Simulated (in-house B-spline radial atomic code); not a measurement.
## Ionising the bromine ion Br²⁺ with different functionals

Computed with a B-spline radial code for spherical atoms: non-relativistic Hamiltonian, point nucleus, spin-polarised at highest spin, spherical fractional occupations for the functionals, the average over the highest-spin determinants for Hartree-Fock. The ionisation energy is the difference of two self-consistent energies, [Ar] 3d10 4s2 4p3 → [Ar] 3d10 4s2 4p2, without Breit or QED terms; ε is the level of the shell that loses the electron (its least bound occupied spin orbital). There is no spin-orbit coupling in this Hamiltonian.

Hybrids are left out here: with spherical fractional occupations of an open shell their exact exchange keeps a self-interaction that integer-occupation calculations don't have.

```json
{"method": "Hartree-Fock", "rung": "Hartree-Fock", "ΔSCF (eV)": "34.71", "-ε(4p) (eV)": "35.15"}
{"method": "LDA VWN5", "rung": "LDA", "ΔSCF (eV)": "35.14", "-ε(4p) (eV)": "29.44"}
{"method": "LDA PW92", "rung": "LDA", "ΔSCF (eV)": "35.13", "-ε(4p) (eV)": "29.43"}
{"method": "LDA exchange-only", "rung": "LDA", "ΔSCF (eV)": "34.05", "-ε(4p) (eV)": "28.40"}
{"method": "PBE", "rung": "GGA", "ΔSCF (eV)": "35.07", "-ε(4p) (eV)": "29.40"}
{"method": "PBEsol", "rung": "GGA", "ΔSCF (eV)": "35.07", "-ε(4p) (eV)": "29.39"}
{"method": "BLYP", "rung": "GGA", "ΔSCF (eV)": "34.78", "-ε(4p) (eV)": "29.06"}
{"method": "RPBE", "rung": "GGA", "ΔSCF (eV)": "35.06", "-ε(4p) (eV)": "29.39"}
{"method": "PW91", "rung": "GGA", "ΔSCF (eV)": "35.14", "-ε(4p) (eV)": "29.46"}
{"method": "BP86", "rung": "GGA", "ΔSCF (eV)": "35.13", "-ε(4p) (eV)": "29.44"}
{"method": "AM05", "rung": "GGA", "ΔSCF (eV)": "35.04", "-ε(4p) (eV)": "29.35"}
{"method": "OLYP", "rung": "GGA", "ΔSCF (eV)": "35.08", "-ε(4p) (eV)": "29.38"}
{"method": "TPSS", "rung": "meta-GGA", "ΔSCF (eV)": "?", "-ε(4p) (eV)": "?"}
{"method": "SCAN", "rung": "meta-GGA", "ΔSCF (eV)": "35.63", "-ε(4p) (eV)": "30.04"}
{"method": "r2SCAN", "rung": "meta-GGA", "ΔSCF (eV)": "?", "-ε(4p) (eV)": "?"}
{"method": "M06-L", "rung": "meta-GGA", "ΔSCF (eV)": "35.22", "-ε(4p) (eV)": "29.81"}
{"method": "revTPSS", "rung": "meta-GGA", "ΔSCF (eV)": "35.28", "-ε(4p) (eV)": "29.64"}
```

Problem. What does TPSS give?

Solution. ΔSCF 35.25 eV, and -ε(4p) = 29.61 eV.

Problem. What does r2SCAN give?

Solution. ΔSCF 35.61 eV, and -ε(4p) = 30.00 eV.

Problem. How do they compare with the NIST value?

Solution. NIST lists 34.87 eV ± 0.019 (measured, ground level to ground level). Errors run from -0.82 to +0.76 eV; BLYP is closest (-0.09 eV), but part of that can be cancellation, since the calculations leave out relativity, Breit-QED terms, multiplet and fine-structure energies. Hartree-Fock also lacks correlation.
